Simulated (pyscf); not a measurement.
O=WH(=O)–OH, singlet

Gas-phase minimum from PySCF at ωB97X-D3(BJ)/def2-SVP, one conformer. 

```xyz
6

O      0.0685     2.2886    -0.3068
W      0.4949     0.6525    -0.1590
O      1.9581     0.5406     0.6923
O     -0.8958    -0.4364     0.4735
H      0.9248     0.2054    -1.7579
H     -1.0298    -1.0580     1.1969
```
Charge 0, spin multiplicity 1.

Bond lengths (Å): O1–W2 1.697, W2–O3 1.696, W2–O4 1.876, W2–H5 1.715, O4–H6 0.963. Angles (°): O1–W2–O3 108.9, O1–W2–O4 113.7, O1–W2–H5 103.5, O3–W2–O4 115.6, O3–W2–H5 103.6, O4–W2–H5 110.4, W2–O4–H6 137.0.

Properties at ωB97X-D3(BJ)/def2-SVP:

* **Harmonic wavenumbers, unscaled**: 200, 219, 269, 358, 525, 667, 694, 784, 1040, 1085, 2099, 3941 cm⁻¹
* **Zero-point energy**: 17.0 kcal/mol
* **Rotational symmetry number**: 1
* **Entropy of this conformer at 298 K and 1 atm, rigid rotor and harmonic oscillator, modes under 100 cm⁻¹ raised to 100**: 318.2 J/(mol K)
* **Dipole moment**: 3.83 D

Single-point totals, which compare only within one level:

```
level                   total energy (hartree)
----------------------  ----------------------
ωB97X-D3(BJ)/def2-TZVP              -294.26655
PBE/def2-TZVP                       -294.04634
r²SCAN/def2-TZVP                    -294.15789
B3LYP-D3(BJ)/def2-TZVP              -294.25047
PBE0-D3(BJ)/def2-TZVP               -293.96472
M06-2X/def2-TZVP                    -293.99517
ωB97M-D3(BJ)/def2-TZVP              -294.21251
```

Soft torsions are taken as harmonic, which can shift the entropy by several J/(mol K). Elements past Kr carry the def2 core potentials, without spin-orbit coupling.
